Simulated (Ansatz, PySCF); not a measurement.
This PySCF input computes a B3LYP/def2-TZVPD energy:

```python
from pyscf import gto, scf, dft

mol = gto.M(
    atom='''
    O    -2.14244323    0.35652740    0.42178003
    C    -0.97085259    0.16156113    0.19113050
    B     0.41490841   -0.06904557   -0.08168248
    F     1.25785564    0.89164680   -0.65122792
    F     1.06326873   -1.27790882    0.19427116
    ''',
    basis='def2-tzvpd',
    charge=-1,
    spin=0,
    verbose=4,
)

mf = dft.RKS(mol, xc='b3lyp').density_fit(auxbasis='def2-universal-jkfit')
mf.grids.level = 3
mf.conv_tol = 1e-9
mf.max_cycle = 100
mf.max_memory = 1500
mf.kernel()
if not mf.converged:
    mf = mf.newton()
    mf.kernel(mf.make_rdm1())
mf.analyze()
```

Write an input for the same energy in Ansatz (a quantum-chemistry and plane-wave program) and say what it gives.


Ansatz 0.2 input:
```yaml
crystal:
  periodic: [false, false, false]
  atoms:
    - {symbol: O, position_ang: [-2.14244323, 0.35652740, 0.42178003]}
    - {symbol: C, position_ang: [-0.97085259, 0.16156113, 0.19113050]}
    - {symbol: B, position_ang: [0.41490841, -0.06904557, -0.08168248]}
    - {symbol: F, position_ang: [1.25785564, 0.89164680, -0.65122792]}
    - {symbol: F, position_ang: [1.06326873, -1.27790882, 0.19427116]}
basis:
  gaussian:
    orbitals: def2-TZVPD
hamiltonian:
  xc: {name: B3LYP}
total_charge: -1
output: {forces: true}
```
It gives -338.11979 Eh, and PySCF -338.11983 Eh, a difference of 0.04 mEh, from the treatment of integrals and grids.

It need not be the lowest isomer of its formula. Whether it binds its extra electron was not tested at this geometry.
